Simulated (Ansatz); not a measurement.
Molecule (SMILES): Cl[Se]Cl.
Atoms: Se1, Cl2, Cl3. Bonds: Se1-Cl2, Se1-Cl3.

Basis-set convergence of the harmonic zero-point energy at PBE with Ansatz (an electronic-structure program). Each level at its own minimum, finite differences of forces, unscaled; the reference is a large set that could be run, not a limit. Cartesian d functions, on some or all atoms, in 3-21G, 6-31G, 6-31G**, 6-311G**; all else is spherical. The program fits the integrals of some runs and decomposes those of others, by size. No added dispersion term, no relativity. Reference: the value in aug-pcseg-2, 1.35 kcal/mol. Deviations are taken from unrounded values.

```json
[
 {"basis": "STO-3G", "functions": "36", "harmonic zero-point energy (kcal/mol)": "1.48", "minus reference (kcal/mol)": "0.13"},
 {"basis": "3-21G", "functions": "49", "harmonic zero-point energy (kcal/mol)": "1.16", "minus reference (kcal/mol)": "-0.18"},
 {"basis": "6-31G", "functions": "55", "harmonic zero-point energy (kcal/mol)": "1.18", "minus reference (kcal/mol)": "-0.17"},
 {"basis": "def2-SVP", "functions": "68", "harmonic zero-point energy (kcal/mol)": "1.31", "minus reference (kcal/mol)": "-0.04"},
 {"basis": "6-31G**", "functions": "73", "harmonic zero-point energy (kcal/mol)": "1.33", "minus reference (kcal/mol)": "-0.01"},
 {"basis": "6-311G**", "functions": "98", "harmonic zero-point energy (kcal/mol)": "1.32", "minus reference (kcal/mol)": "-0.03"},
 {"basis": "aug-cc-pV(D+d)Z", "functions": "100", "harmonic zero-point energy (kcal/mol)": "1.33", "minus reference (kcal/mol)": "-0.02"},
 {"basis": "def2-TZVP", "functions": "122", "harmonic zero-point energy (kcal/mol)": "1.35", "minus reference (kcal/mol)": "0.00"},
 {"basis": "def2-TZVPP", "functions": "132", "harmonic zero-point energy (kcal/mol)": "1.35", "minus reference (kcal/mol)": "0.00"},
 {"basis": "aug-cc-pV(T+d)Z", "functions": "169", "harmonic zero-point energy (kcal/mol)": "1.35", "minus reference (kcal/mol)": "0.00"}
]
```

The smallest set listed that lies within 0.1 kcal/mol of the reference with all its larger relatives (same family, alike in diffuse functions; a set with none counts only in the reference's own line) is def2-SVP (68 functions, -0.04 kcal/mol off).
